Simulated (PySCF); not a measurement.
PySCF job for s-indacene (C12H8), SMILES C1=Cc2cc3c(cc2=C1)C=CC=3, PBE0/pcSseg-1. The structure is a stationary point at PBE-D3(BJ)/def2-SVP.

```python
import numpy as np
from pyscf import gto, scf, dft
from pyscf.prop.nmr import rks as nmr

mol = gto.M(
    atom='''
    C     0.00000000    0.00000000    3.40409685
    C     0.00000000    1.14755590    2.57718947
    C     0.00000000    0.72631143    1.20866279
    C     0.00000000    1.44680662   -0.00000000
    C     0.00000000    0.72631143   -1.20866278
    C     0.00000000   -0.72631143   -1.20866279
    C     0.00000000   -1.44680662    0.00000000
    C     0.00000000   -0.72631143    1.20866278
    C     0.00000000   -1.14755591    2.57718947
    C     0.00000000   -1.14755590   -2.57718947
    C     0.00000000   -0.00000000   -3.40409685
    C     0.00000000    1.14755591   -2.57718947
    H     0.00000000    0.00000000    4.50131068
    H     0.00000000    2.19111742    2.92198961
    H     0.00000000    2.54943103   -0.00000000
    H     0.00000000   -2.54943103    0.00000000
    H     0.00000000   -2.19111742    2.92198960
    H     0.00000000   -2.19111742   -2.92198961
    H     0.00000000   -0.00000000   -4.50131068
    H     0.00000000    2.19111742   -2.92198960
    ''',
    basis='pcSseg-1',
    charge=0,
    spin=0,
    max_memory=1600,
    verbose=3,
)
mf = dft.RKS(mol, xc='pbe0').density_fit(auxbasis='def2-universal-jkfit')
mf.grids.level = 3
mf.conv_tol = 1e-10
mf.max_cycle = 100
mf.kernel()
n = nmr.NMR(mf)
n.verbose = 2
n.max_cycle_cphf = 60
sigma = n.kernel()
print('atom   isotropic/ppm   span/ppm')
for i, s in enumerate(sigma):
    w = np.linalg.eigvalsh((s + s.T) / 2)
    print(f'{mol.atom_symbol(i):2s}{i + 1:3d} {w.mean():14.3f} {w[2] - w[0]:11.3f}')
```

It prints:

```
converged SCF energy = -461.415533317053
atom   isotropic/ppm   span/ppm
C   1         47.171     154.866
C   2         24.035     186.034
C   3         41.587     135.726
C   4         35.658     192.531
C   5         41.587     135.726
C   6         41.587     135.726
C   7         35.658     192.531
C   8         41.587     135.726
C   9         24.035     186.034
C  10         24.035     186.034
C  11         47.171     154.866
C  12         24.035     186.034
H  13         26.682       3.790
H  14         25.955       6.774
H  15         26.190       5.425
H  16         26.190       5.425
H  17         25.955       6.774
H  18         25.955       6.774
H  19         26.682       3.790
H  20         25.955       6.774
```

The calculation finished and met its thresholds.
